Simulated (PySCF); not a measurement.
NMR data simulated for an unnamed compound:

1H NMR (500 MHz, computed): δ 7.40 (m, 1H), 7.29 (m, 1H), 7.14 (m, 1H), 6.86 (m, 1H), 3.96 (s, 3H).

13C{1H} NMR (computed): δ 162.6 (C), 155.3 (C), 128.8 (CH), 125.3 (CH), 122.7 (CH), 115.0 (CH), 55.6 (CH3).

- GFN2-xTB structure
- shielding tensors at PBE0/pcSseg-1 (GIAO)
- program: PySCF 2.14.0 with density-fitted response routines
- one conformer, non-relativistic, isolated molecule, one averaged value for each set of equivalent atoms

Shifts are taken against calculated references (same method and geometry level): 1H (σ = 31.72 ppm), 13C (σ = 186.93 ppm) against TMS.

Which of these does the molecule contain: a benzene ring, an S-methyl group, an OH group, an NH or NH2 group, a methoxy group?

Answers


- A benzene ring: yes.
- An S-methyl group: no.
- An OH group: no.
- An NH or NH2 group: no.
- A methoxy group: yes (δC 55.6; δH 3.96 (s)).

The data belong to SMILES COc1ccccc1F, C7H7FO; they needn't prove each group on their own.

Carbon signals by region: 1 in the far downfield region (above 160 ppm), 5 in the sp2 and nitrile region (100–160 ppm), 1 at 50–100 ppm. Above 160 ppm: 162.6, aromatic carbon bearing fluorine.

Splittings by 19F in the carbon and heteronuclear signals aren't shown, as no couplings were computed. Shifts are as computed. Against solution values, carbons near 30 ppm lie about +3 ppm off and those near 130 ppm about +5 ppm. Of 1211 compounds with measured shifts, 218 miss one by over three times the rms of a fit or turn the order of signals round; such compounds aren't used in these exercises. Multiplicities follow the n + 1 count of equivalent neighbours, as no J values were calculated; m marks all less simple cases, F and P coupling included.
